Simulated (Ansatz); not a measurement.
Input and output for `[OH][W]([OH])([OH])([OH])([F])[Cl]`.

```yaml
crystal:
  periodic: [false, false, false]
  atoms:
    - {symbol: O, position_ang: [0.033805, -2.256397, 0.005145]}
    - {symbol: W, position_ang: [0.028816, 0.196944, 0.217036]}
    - {symbol: O, position_ang: [1.073871, 0.377821, 1.643298]}
    - {symbol: O, position_ang: [1.398335, 0.236533, -0.684575]}
    - {symbol: O, position_ang: [-0.984635, 0.051461, -1.459679]}
    - {symbol: F, position_ang: [-1.683307, -0.431254, 0.879915]}
    - {symbol: Cl, position_ang: [-0.559470, 2.252751, 0.282648]}
    - {symbol: H, position_ang: [-0.378734, -2.461627, 0.493019]}
    - {symbol: H, position_ang: [0.523593, 1.271718, 2.201755]}
    - {symbol: H, position_ang: [1.719039, 0.038350, -1.988424]}
    - {symbol: H, position_ang: [-1.736882, 0.905807, -1.664357]}
basis:
  gaussian: {orbitals: def2-TZVPP, fitting: {mean_field: cc-pVTZ-jkfit}}
total_charge: 3
magnetization: {spin_polarized: true, initial_magnetization: 1}
hamiltonian: {xc: {name: PBE0}, dispersion: d4}
output: {forces: true}
```

```sh
$ ansatz run in.yaml --threads 2 --pin off --events-out ev --progress --plain --max-ram 32768MiB --backend cuda --devices 0, --max-vram 18GiB
```

Output, abridged:

```
Functional definition: PBE0
Error: <dir> the basis set cc-pVTZ-JKFIT has no functions for W
```

Hardware: 2 threads of an AMD EPYC 7R13 on a shared host and a share of an NVIDIA H100 80 GB. Wall time 7.5 s, peak host memory 0.73 GiB.
